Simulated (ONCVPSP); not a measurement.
Zn (Z = 30), ONCV: configuration errors across variants

```json
{"Element": "zinc", "Generator": "ONCVPSP 4.0.1", "Type": "optimised norm-conserving Vanderbilt (ONCV)", "Functional": "LDA (Perdew-Wang 92)", "Relativity": "fully relativistic", "Frozen core": "[Ne] 3s2", "Valence charge": "18", "Reference configuration": "3p6 3d10 4s1 (charge +1)", "Partial waves": "4s: rc 2.05 bohr, ncon 5, nbas 10, qcut 4.1 1/bohr, 2 projectors, debl 1.9 Ha; 3p: rc 0.90 bohr, ncon 4, nbas 9, qcut 13.5 1/bohr, 1 projector; 3d: rc 1.00 bohr, ncon 3, nbas 8, qcut 16 1/bohr, 2 projectors, debl 2.9 Ha", "Local potential": "polynomial inside 0.80 bohr (lpopt 5, dvloc0 2 Ha)", "Core correction": "Teter function, fcfact 5, rcfact 1.8"}
```

Open shells are filled in proportion to 2j + 1.

All-electron excitation energies from the reference (eV): (1) 3p6 3d10 4s2 -10.184; (2) 3p6 3d10 4s0 18.763; (3) 3p6 3d9 4s0 59.659; (4) 3p6 3d9 4s2 4p1 2.180.

1 further variants failed, have other tests or too few solved ones, and are left out.

A true bound ghost makes a file unfit for plane-wave use even where its test errors are small: the radial tests pick states by their node count and pass the ghost by.

Errors AE − PS in meV (a dash: test not solved or not reliable):

```json
{"change": "base", "(1)": "-6.3", "(2)": "-14", "(3)": "+61", "(4)": "-115", "bound ghosts": "s", "GHOST(+) flags above zero": "none"}
{"change": "d: qcut 9.9", "(1)": "-5.0", "(2)": "-11", "(3)": "+29", "(4)": "-112", "bound ghosts": "s", "GHOST(+) flags above zero": "none"}
{"change": "d: qcut 11.3", "(1)": "-5.4", "(2)": "-12", "(3)": "+47", "(4)": "-107", "bound ghosts": "s", "GHOST(+) flags above zero": "none"}
{"change": "d: qcut 14.3", "(1)": "-6.1", "(2)": "-13", "(3)": "+60", "(4)": "-111", "bound ghosts": "s", "GHOST(+) flags above zero": "none"}
{"change": "d: qcut 15.5", "(1)": "-6.3", "(2)": "-14", "(3)": "+61", "(4)": "-114", "bound ghosts": "s", "GHOST(+) flags above zero": "none"}
{"change": "d: qcut 18", "(1)": "-6.6", "(2)": "-14", "(3)": "+61", "(4)": "-119", "bound ghosts": "s", "GHOST(+) flags above zero": "none"}
{"change": "d: qcut 21.5", "(1)": "-6.7", "(2)": "-15", "(3)": "+60", "(4)": "-123", "bound ghosts": "s", "GHOST(+) flags above zero": "none"}
```

Task: Give the same row for: d: qcut 19.2.

Result: -6.6, -15, +60, -121; bound ghosts: s; GHOST(+) flags above zero: none.
